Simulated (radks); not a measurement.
The caesium ion Cs6+, configuration [Kr] 4d10 5s2 5p1. Calculated with a radial shooting solver on a logarithmic mesh with Libxc functionals: scalar-relativistic Kohn-Sham, PBEsol, spin-unpolarised, spherical densities, point nucleus. Some entries of the table are withheld. Estimate them.

orbital  occ.  eigenvalue (hartree)  <r> (bohr)  <1/r> (bohr^-1)
1s          2             -1317.790     0.02612            59.38
2s          2             -209.0373      0.1122            13.64
2p          6             -187.8297     0.09822            13.00
3s          2             -45.60964      0.2991            4.915
3p          6                   (1)      0.2971              (2)
3d         10             -28.76298      0.2735            4.423
4s          2             -10.77168      0.6933            2.022
4p          6              -8.58301      0.7368            1.862
4d         10              -5.38927      0.8260            1.601
5s          2              -3.36300       1.573           0.8423
5p          1              -2.75970       1.747           0.7517

Answer. 
(1) 3p eigenvalue (hartree): -38.78511
(2) 3p <1/r> (bohr^-1): 4.667
